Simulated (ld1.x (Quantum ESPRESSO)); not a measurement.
## Configuration tests for Nb (TM)

* Element: niobium
* Generator: ld1.x (Quantum ESPRESSO) 7.5
* Type: norm-conserving Troullier–Martins (Kleinman–Bylander form)
* Functional: PBE
* Relativity: scalar-relativistic
* Frozen core: [Ar] 3d10 4s2
* Valence charge: 11
* Reference configuration: 4p6 4d3.5 5s0 5p0 (charge +1.5)
* Partial waves: 4p (bound): rc 1.55 bohr; 4d (bound): rc 3.44 bohr; 5s (bound, empty): rc 3.10 bohr
* Local potential: the s channel
* Core correction: Bessel-smoothed model core inside 1.10 bohr

Energies are relative to the spin-unpolarised reference configuration 4p6 4d3.5 5s0 5p0; without spin polarisation the order of configurations can differ from experiment.

(1) Give the all-electron excitation energy and the error of the potential for: 4p6 4d4 5s1 5p0; 4p6 4d4 5s0 5p0; 4p6 4d3 5s0 5p0; 4p6 4d4 5s0 5p1; 4p6 4d4 5s0.5 5p0; 4p5 4d4 5s1 5p0; 4p6 4d3 5s1 5p1.

Levels in the configuration 4p6 4d3 5s0 5p0:

```
level  all-electron (eV)  pseudo (eV)
   4p            -51.873      -51.952
   4d            -19.100      -19.093
```

Answers

(1)

```
valence configuration  charge  ΔE all-electron (eV)  error AE − PS (meV)
      4p6 4d4 5s1 5p0       0               -12.432                  -27
      4p6 4d4 5s0 5p0      +1                -5.795                 -6.1
      4p6 4d3 5s0 5p0      +2                 8.246                 -0.3
      4p6 4d4 5s0 5p1       0                -9.480                 -391
    4p6 4d4 5s0.5 5p0    +0.5                -9.793                  -17
      4p5 4d4 5s1 5p0      +1                27.317                 -436
      4p6 4d3 5s1 5p1       0                -9.641                 -528
```
